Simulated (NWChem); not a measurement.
System: CH5Al; SMILES [CH3][AlH2]

The following NWChem deck was run.

```
start job
memory heap 200 mb stack 900 mb global 1100 mb
geometry units angstroms noautoz
  Al     0.010410     0.716897    -0.008486
  H     -1.369631     1.514565     0.009253
  H      1.372500     1.544444     0.009410
  C      0.011187    -1.239230    -0.018753
  H     -0.238208    -1.618990     0.988889
  H      0.984619    -1.672709    -0.296313
  H     -0.756704    -1.647163    -0.697019
end
basis spherical
  Al library 6-31g*
  H library 6-31g*
  C library 6-31g*
end
dft
  xc hfexch
  iterations 150
  vectors input atomic output neutral.movecs
end
task dft energy
charge 1
dft
  odft
  mult 2
  vectors input atomic output cation.movecs
end
task dft energy
```

Excerpt of the output:

```
             Northwest Computational Chemistry Package (NWChem) 7.3.0
             --------------------------------------------------------

 C1  symmetry detected

                             Geometry "geometry" -> ""
                             -------------------------

 Output coordinates in angstroms (scale by  1.889725989 to convert to a.u.)

  No.       Tag          Charge          X              Y              Z
 ---- ---------------- ---------- -------------- -------------- --------------
    1 Al                  13.0000     0.00152875     0.71670698    -0.00329235
    2 H                    1.0000    -1.37935498     1.51299658     0.01031168
    3 H                    1.0000     1.36274295     1.54576714     0.01080059
    4 C                    6.0000     0.00436835    -1.23944493    -0.00400905
    5 H                    1.0000    -0.24480719    -1.61454390     1.00543151
    6 H                    1.0000     0.97830625    -1.67324721    -0.27927983
    7 H                    1.0000    -0.76297079    -1.65149372    -0.68040917

 Effective nuclear repulsion energy (a.u.)      50.4100108435

  xc_inp: hfexch multiplicative factor not found.

                                 NWChem DFT Module
                                 -----------------

 Summary of "ao basis" -> "ao basis" (spherical)
 ------------------------------------------------------------------------------
       Tag                 Description            Shells   Functions and Types
 ---------------- ------------------------------  ------  ---------------------
 Al                          6-31g*                  8       18   4s3p1d
 H                           6-31g*                  2        2   2s
 C                           6-31g*                  6       14   3s2p1d

            General Information
            -------------------
          SCF calculation type: DFT
          Wavefunction type:  closed shell.
          No. of atoms     :     7
          No. of electrons :    24
           Alpha electrons :    12
            Beta electrons :    12
          Charge           :     0
          Spin multiplicity:     1
          Use of symmetry is: off; symmetry adaption is: off
          Maximum number of iterations: 150
          AO basis - number of functions:    42
                     number of shells:    24
          Convergence on energy requested:  1.00D-06
          Convergence on density requested:  1.00D-05
          Convergence on gradient requested:  5.00D-04

              XC Information
              --------------
                     Hartree-Fock (Exact) Exchange  1.000

      Superposition of Atomic Density Guess
      -------------------------------------

 Sum of atomic energies:        -282.01006755

      Non-variational initial energy
      ------------------------------

 Total energy =    -282.681166
 1-e energy   =    -489.269438
 2-e energy   =     156.178261
 HOMO         =      -0.339898
 LUMO         =      -0.006913

   convergence    iter        energy       DeltaE   RMS-Dens  Diis-err
 ---------------- ----- ----------------- --------- --------- ---------
 d= 0,ls=0.0,diis     1   -282.6347018892 -3.33D+02  7.55D-03  1.38D-01
 d= 0,ls=0.0,diis     2   -282.6584584292 -2.38D-02  2.44D-03  1.50D-02
 d= 0,ls=0.0,diis     3   -282.6610700458 -2.61D-03  1.05D-03  1.67D-03
 d= 0,ls=0.0,diis     4   -282.6614135362 -3.43D-04  1.73D-04  1.16D-05
 d= 0,ls=0.0,diis     5   -282.6614177919 -4.26D-06  2.71D-05  2.51D-07
 d= 0,ls=0.0,diis     6   -282.6614178828 -9.09D-08  5.12D-06  8.73D-09

         Total DFT energy =     -282.661417882814
      One electron energy =     -491.232102390936
           Coulomb energy =      183.280183864556
    Exchange-Corr. energy =      -25.119510199907
 Nuclear repulsion energy =       50.410010843473

 Numeric. integr. density =        0.000000000000

                       DFT Final Molecular Orbital Analysis
                       ------------------------------------

 Vector   10  Occ=2.000000D+00  E=-5.351533D-01
              MO Center= -1.6D-01, -1.4D+00,  1.9D-01, r^2= 1.4D+00
   Bfn.  Coefficient  Atom+Function         Bfn.  Coefficient  Atom+Function
  ----- ------------  ---------------      ----- ------------  ---------------
    27      0.414958  4 C  pz                37      0.262932  5 H  s
    31      0.244693  4 C  pz                38      0.227767  5 H  s
    41     -0.178891  7 H  s                 42     -0.152263  7 H  s
    39     -0.072608  6 H  s                 40     -0.061272  6 H  s
     6     -0.039484  1 Al s                  9      0.036086  1 Al pz

 Vector   11  Occ=2.000000D+00  E=-4.178353D-01
              MO Center= -8.8D-03,  1.3D+00,  3.0D-03, r^2= 2.7D+00
   Bfn.  Coefficient  Atom+Function         Bfn.  Coefficient  Atom+Function
  ----- ------------  ---------------      ----- ------------  ---------------
     7      0.339503  1 Al px                20     -0.307367  2 H  s
    22      0.305553  3 H  s                 19     -0.226942  2 H  s
    21      0.225789  3 H  s                  3     -0.145835  1 Al px
    14      0.094512  1 Al d -2              11      0.072857  1 Al px
    25     -0.067440  4 C  px                29     -0.060007  4 C  px

 Vector   12  Occ=2.000000D+00  E=-4.073414D-01
              MO Center=  4.7D-03, -2.6D-01, -3.1D-03, r^2= 2.8D+00
   Bfn.  Coefficient  Atom+Function         Bfn.  Coefficient  Atom+Function
  ----- ------------  ---------------      ----- ------------  ---------------
    26      0.400160  4 C  py                 8     -0.334461  1 Al py
    30      0.289650  4 C  py                22     -0.161300  3 H  s
    20     -0.159221  2 H  s                  4      0.149571  1 Al py
    28      0.129220  4 C  s                 21     -0.116393  3 H  s
    19     -0.115597  2 H  s                 18     -0.078196  1 Al d  2

 Vector   13  Occ=0.000000D+00  E= 5.034465D-02
              MO Center=  1.1D-02,  8.2D-01, -4.8D-02, r^2= 5.2D+00
   Bfn.  Coefficient  Atom+Function         Bfn.  Coefficient  Atom+Function
  ----- ------------  ---------------      ----- ------------  ---------------
    13      0.850095  1 Al pz                 9      0.274896  1 Al pz
    38     -0.178603  5 H  s                  5     -0.131800  1 Al pz
    42      0.120974  7 H  s                 31     -0.062620  4 C  pz
    27     -0.054441  4 C  pz                37     -0.054465  5 H  s
    40      0.049715  6 H  s                 41      0.037624  7 H  s

 Vector   14  Occ=0.000000D+00  E= 1.334006D-01
              MO Center=  1.9D-02,  1.6D-01,  4.5D-03, r^2= 6.8D+00
   Bfn.  Coefficient  Atom+Function         Bfn.  Coefficient  Atom+Function
  ----- ------------  ---------------      ----- ------------  ---------------
    12      1.238925  1 Al py                10     -1.074148  1 Al s
    28      1.017205  4 C  s                 30      0.267881  4 C  py
     6      0.172055  1 Al s                 23     -0.091443  4 C  s
     2      0.080934  1 Al s                 24      0.074965  4 C  s
    26      0.065107  4 C  py                22      0.048868  3 H  s

 Vector   15  Occ=0.000000D+00  E= 1.683189D-01
              MO Center=  1.5D-02,  1.9D+00,  7.5D-02, r^2= 5.2D+00
   Bfn.  Coefficient  Atom+Function         Bfn.  Coefficient  Atom+Function
  ----- ------------  ---------------      ----- ------------  ---------------
    10      1.752354  1 Al s                 12      0.904528  1 Al py
    22     -0.853620  3 H  s                 20     -0.807117  2 H  s
     6     -0.431854  1 Al s                 28     -0.345213  4 C  s
    38      0.273813  5 H  s                 42      0.150803  7 H  s
    31     -0.095757  4 C  pz                21     -0.090787  3 H  s

     Multipole analysis of the density
     ---------------------------------

     L   x y z        total         alpha         beta         nuclear
     -   - - -        -----         -----         ----         -------
     0   0 0 0     -0.000000    -12.000000    -12.000000     24.000000

     1   1 0 0      0.001311      0.000656      0.000656     -0.000000
     1   0 1 0     -0.234631     -0.117315     -0.117315     -0.000000
     1   0 0 1     -0.005849     -0.002924     -0.002924     -0.000000

     2   2 0 0    -18.666985    -18.902108    -18.902108     19.137232
     2   1 1 0      0.010975     -0.029557     -0.029557      0.070089
     2   1 0 1      0.001217      0.000432      0.000432      0.000353
     2   0 2 0    -18.876070    -60.696257    -60.696257    102.516445
     2   0 1 1     -0.087679     -0.042264     -0.042264     -0.003151
     2   0 0 2    -13.358992     -9.451190     -9.451190      5.543387

                                 NWChem DFT Module
                                 -----------------

            General Information
            -------------------
          SCF calculation type: DFT
          Wavefunction type:  spin polarized.
          No. of atoms     :     7
          No. of electrons :    23
           Alpha electrons :    12
            Beta electrons :    11
          Charge           :     1
          Spin multiplicity:     2
          Use of symmetry is: off; symmetry adaption is: off
          Maximum number of iterations: 150
          AO basis - number of functions:    42
                     number of shells:    24
          Convergence on energy requested:  1.00D-06
          Convergence on density requested:  1.00D-05
          Convergence on gradient requested:  5.00D-04

              XC Information
              --------------
                     Hartree-Fock (Exact) Exchange  1.000

      Superposition of Atomic Density Guess
      -------------------------------------

 Sum of atomic energies:        -282.01006755

 Renormalizing density from      24.00 to     23

      Non-variational initial energy
      ------------------------------

 Total energy =    -275.038651
 1-e energy   =    -468.883211
 2-e energy   =     143.434549
 HOMO         =      -0.625959
 LUMO         =      -0.291575

   convergence    iter        energy       DeltaE   RMS-Dens  Diis-err
 ---------------- ----- ----------------- --------- --------- ---------
 d= 0,ls=0.0,diis     1   -282.1352353365 -3.33D+02  1.04D-02  2.53D-01
                                                     8.81D-03  2.07D-01
 d= 0,ls=0.0,diis     2   -282.2509694733 -1.16D-01  3.03D-03  4.23D-02
                                                     3.03D-03  4.19D-02
 d= 0,ls=0.0,diis     3   -282.2771869245 -2.62D-02  1.47D-03  2.61D-03
                                                     1.18D-03  1.47D-03
 d= 0,ls=0.0,diis     4   -282.2804217347 -3.23D-03  9.52D-04  4.17D-04
                                                     1.01D-03  3.29D-04
 d= 0,ls=0.0,diis     5   -282.2814013481 -9.80D-04  4.29D-04  4.67D-05
                                                     5.55D-04  4.89D-05
  Resetting Diis
 d= 0,ls=0.0,diis     6   -282.2815395963 -1.38D-04  9.21D-05  2.52D-06
                                                     1.17D-04  3.06D-06
 d= 0,ls=0.0,diis     7   -282.2815466019 -7.01D-06  2.22D-05  5.53D-07
                                                     2.52D-05  6.35D-07
 d= 0,ls=0.0,diis     8   -282.2815477318 -1.13D-06  4.44D-05  2.59D-07
                                                     4.92D-05  3.30D-07
 d= 0,ls=0.0,diis     9   -282.2815489021 -1.17D-06  9.87D-06  3.75D-08
                                                     9.48D-06  2.36D-08
 d= 0,ls=0.0,diis    10   -282.2815490231 -1.21D-07  5.36D-06  1.15D-08
                                                     8.79D-06  2.07D-08

         Total DFT energy =     -282.281549023148
      One electron energy =     -485.130788653369
           Coulomb energy =      177.268402071263
    Exchange-Corr. energy =      -24.829173284515
 Nuclear repulsion energy =       50.410010843473

 Numeric. integr. density =        0.000000000000

                    DFT Final Alpha Molecular Orbital Analysis
                    ------------------------------------------

 Vector   10  Occ=1.000000D+00  E=-7.217985D-01
              MO Center=  1.5D-01, -1.3D+00, -1.6D-01, r^2= 1.5D+00
   Bfn.  Coefficient  Atom+Function         Bfn.  Coefficient  Atom+Function
  ----- ------------  ---------------      ----- ------------  ---------------
    25      0.427033  4 C  px                29      0.266150  4 C  px
    39      0.256263  6 H  s                 41     -0.188463  7 H  s
    40      0.176517  6 H  s                 42     -0.130046  7 H  s
    20      0.076572  2 H  s                 22     -0.070240  3 H  s
    37     -0.064289  5 H  s                 19      0.054589  2 H  s

 Vector   11  Occ=1.000000D+00  E=-7.184788D-01
              MO Center= -1.6D-01, -1.4D+00,  1.7D-01, r^2= 1.3D+00
   Bfn.  Coefficient  Atom+Function         Bfn.  Coefficient  Atom+Function
  ----- ------------  ---------------      ----- ------------  ---------------
    27      0.427288  4 C  pz                31      0.264659  4 C  pz
    37      0.254554  5 H  s                 38      0.186804  5 H  s
    41     -0.186657  7 H  s                 42     -0.135280  7 H  s
    39     -0.073345  6 H  s                  9      0.054938  1 Al pz
    40     -0.053020  6 H  s                  5     -0.027257  1 Al pz

 Vector   12  Occ=1.000000D+00  E=-6.313834D-01
              MO Center=  5.9D-03, -6.3D-01, -6.0D-03, r^2= 1.9D+00
   Bfn.  Coefficient  Atom+Function         Bfn.  Coefficient  Atom+Function
  ----- ------------  ---------------      ----- ------------  ---------------
    26      0.409257  4 C  py                 8     -0.355937  1 Al py
     6      0.304874  1 Al s                 30      0.250385  4 C  py
     4      0.141692  1 Al py                22     -0.135334  3 H  s
    20     -0.132796  2 H  s                  2     -0.111886  1 Al s
    21     -0.097652  3 H  s                 19     -0.096264  2 H  s

 Vector   13  Occ=0.000000D+00  E=-1.646738D-01
              MO Center=  7.1D-03,  8.0D-01, -3.6D-02, r^2= 4.3D+00
   Bfn.  Coefficient  Atom+Function         Bfn.  Coefficient  Atom+Function
  ----- ------------  ---------------      ----- ------------  ---------------
    13      0.686033  1 Al pz                 9      0.461324  1 Al pz
     5     -0.169999  1 Al pz                38     -0.170480  5 H  s
    42      0.110077  7 H  s                 31     -0.065989  4 C  pz
    27     -0.060202  4 C  pz                37     -0.058305  5 H  s
    40      0.043847  6 H  s                 41      0.040249  7 H  s

 Vector   14  Occ=0.000000D+00  E=-7.151525D-02
              MO Center=  6.1D-03,  1.2D+00,  6.1D-02, r^2= 4.6D+00
   Bfn.  Coefficient  Atom+Function         Bfn.  Coefficient  Atom+Function
  ----- ------------  ---------------      ----- ------------  ---------------
    10      1.544155  1 Al s                 22     -0.825470  3 H  s
    20     -0.803377  2 H  s                 28     -0.451159  4 C  s
    12      0.359766  1 Al py                 8      0.210290  1 Al py
     6      0.196238  1 Al s                 30     -0.195207  4 C  py
     2     -0.147841  1 Al s                 21     -0.147612  3 H  s

 Vector   15  Occ=0.000000D+00  E=-5.941771D-02
              MO Center=  9.6D-03,  9.2D-01, -1.5D-02, r^2= 6.8D+00
   Bfn.  Coefficient  Atom+Function         Bfn.  Coefficient  Atom+Function
  ----- ------------  ---------------      ----- ------------  ---------------
    12      1.409630  1 Al py                28      0.721193  4 C  s
    10     -0.479889  1 Al s                 30      0.329221  4 C  py
    22     -0.206917  3 H  s                 20     -0.204379  2 H  s
    38      0.160884  5 H  s                 42      0.132405  7 H  s
    18     -0.119950  1 Al d  2              40      0.112996  6 H  s

                     DFT Final Beta Molecular Orbital Analysis
                     -----------------------------------------

[...]
```

Level: Hartree-Fock/6-31G* (spherical d), vertical spin-unrestricted ions. Structure relaxed at the PBE0/def2-SVP level.
